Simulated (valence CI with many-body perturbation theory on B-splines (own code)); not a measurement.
Energy levels of La35+

Method: configuration interaction combined with many-body perturbation theory (CI+MBPT): four valence electrons over a frozen Dirac-Fock core [Ar], a basis of 7 s, 7 p, 8 d, 6 f, 4 g, 1 h functions for each j, with the one-electron correlation potential Σ1, the two-electron term Σ2, the three-electron term Σ3, Breit, model QED; selected CI, second order for the rest, scaled by the run's own slope (own B-spline code, finite nucleus).

No measured spectrum was set against this ion. As an estimate, large intervals hold to a few tenths of a per cent, small ones and those within an open d or f shell to about a per cent. Only levels of the ground parity were solved; by the run's estimate the other parity begins above the list, which can be wrong where configurations are misplaced.

Levels 1 to 32 of 32, with energies above the lowest level, (3d3/2^4) J=0. "Leading %" is the weight of the configuration and term that name the level; weights of strongly mixed levels are sums over their largest components and can fall short, so below about 35 % the name and the second component can differ from the true leading terms, or belong to a minority configuration. In the jj column 3d3/2^4 stands for four electrons in 3d with j = 3/2. Lifetimes count E1, E2, E3, M1 and M2 decay at the calculated energies, and are blank where another channel may lead or the interval is too uncertain; long ones can be off by a factor of two.

```
No.  Configuration  Term  J  E (eV)  Leading %      g  Lifetime  Second component               Leading jj
  1            3d4    3P  0   0.000         54                        37 % 3d4 5D           3d3/2^4 (95 %)
  2            3d4    5D  1  14.313         69  1.494   22.1 μs       31 % 3d4 3P     3d3/2^3 3d5/2 (95 %)
  3            3d4    5D  2  21.722         68  1.356    146 μs        9 % 3d4 3F     3d3/2^3 3d5/2 (68 %)
  4            3d4    3F  4  23.172         31  1.130                 20 % 3d4 3H     3d3/2^3 3d5/2 (93 %)
  5            3d4    5D  3  24.912         47  1.267   2.13 ms       24 % 3d4 3F     3d3/2^3 3d5/2 (72 %)
  6            3d4    5D  0  35.475         59          5.12 μs       22 % 3d4 3P   3d3/2^2 3d5/2^2 (92 %)
  7            3d4    5D  4  37.226         43  1.148   20.4 μs       41 % 3d4 3H   3d3/2^2 3d5/2^2 (89 %)
  8            3d4    3F  2  38.765         37  1.040   9.24 μs       23 % 3d4 5D   3d3/2^2 3d5/2^2 (74 %)
  9            3d4    3G  3  39.328         49  1.050   16.8 μs       35 % 3d4 5D   3d3/2^2 3d5/2^2 (73 %)
 10            3d4    3H  5  42.194         70  1.077   33.9 μs       30 % 3d4 3G  3d3/2^2 3d5/2^2 (100 %)
 11            3d4    3P  1  43.828         54  1.217   10.7 μs       28 % 3d4 3D   3d3/2^2 3d5/2^2 (86 %)
 12            3d4    3H  6  44.313         57  1.088   22.1 ms       43 % 3d4 1I   3d3/2^2 3d5/2^2 (97 %)
 13            3d4    3G  4  47.424         62  1.028   75.7 μs       34 % 3d4 1G   3d3/2^2 3d5/2^2 (95 %)
 14            3d4    3F  3  48.378         42  1.137                 35 % 3d4 3D   3d3/2^2 3d5/2^2 (88 %)
 15            3d4    3D  2  48.433         40  1.134   52.4 μs       31 % 3d4 3P   3d3/2^2 3d5/2^2 (91 %)
 16            3d4    3F  4  56.150         41  1.206   8.84 μs       30 % 3d4 5D     3d3/2 3d5/2^3 (60 %)
 17            3d4    3F  2  56.457         38  1.031   7.23 μs       31 % 3d4 3P   3d3/2^2 3d5/2^2 (78 %)
 18            3d4    3F  3  60.371         47  1.115   5.58 μs       21 % 3d4 3G     3d3/2 3d5/2^3 (90 %)
 19            3d4    3G  5  63.680         70  1.144   12.2 μs       30 % 3d4 3H    3d3/2 3d5/2^3 (100 %)
 20            3d4    3F  4  63.836         48  1.112   11.5 μs       36 % 3d4 1G   3d3/2^2 3d5/2^2 (68 %)
 21            3d4    3D  1  63.957         68  0.819   4.14 μs       21 % 3d4 3P     3d3/2 3d5/2^3 (90 %)
 22            3d4    1I  6  64.719         57  1.066   13.3 μs       43 % 3d4 3H     3d3/2 3d5/2^3 (97 %)
 23            3d4    3P  2  66.704         61  1.326   30.7 μs       20 % 3d4 3D   3d3/2^2 3d5/2^2 (70 %)
 24            3d4    1S  0  68.731         52          7.91 μs       46 % 3d4 3P     3d3/2 3d5/2^3 (78 %)
 25            3d4    3F  2  70.784         59  0.990   6.05 μs       34 % 3d4 3P     3d3/2 3d5/2^3 (66 %)
 26            3d4    1F  3  71.583         42  1.085   8.39 μs       33 % 3d4 3D     3d3/2 3d5/2^3 (93 %)
 27            3d4    3F  3  81.233         69  1.060   10.6 μs       28 % 3d4 1F     3d3/2 3d5/2^3 (99 %)
 28            3d4    3P  1  81.785         94  1.448   6.13 μs        5 % 3d4 3D     3d3/2 3d5/2^3 (96 %)
 29            3d4    1G  4  82.179         76  1.033   5.47 μs       17 % 3d4 3F     3d3/2 3d5/2^3 (72 %)
 30            3d4    3P  0  82.787         49          14.2 μs       48 % 3d4 1S   3d3/2^2 3d5/2^2 (63 %)
 31            3d4    1D  2  84.201         58  1.067   7.03 μs       22 % 3d4 3P     3d3/2 3d5/2^3 (49 %)
 32            3d4    3F  4  87.029         51  1.151   4.06 μs       24 % 3d4 1G           3d5/2^4 (74 %)
```

The ionisation energy to 3d3 4F_3/2 of the next ion comes out as 2376.9 eV (NIST: 2377 ± 5 eV (theoretical)). All 32 levels together are meant to be complete up to 87.593 eV.
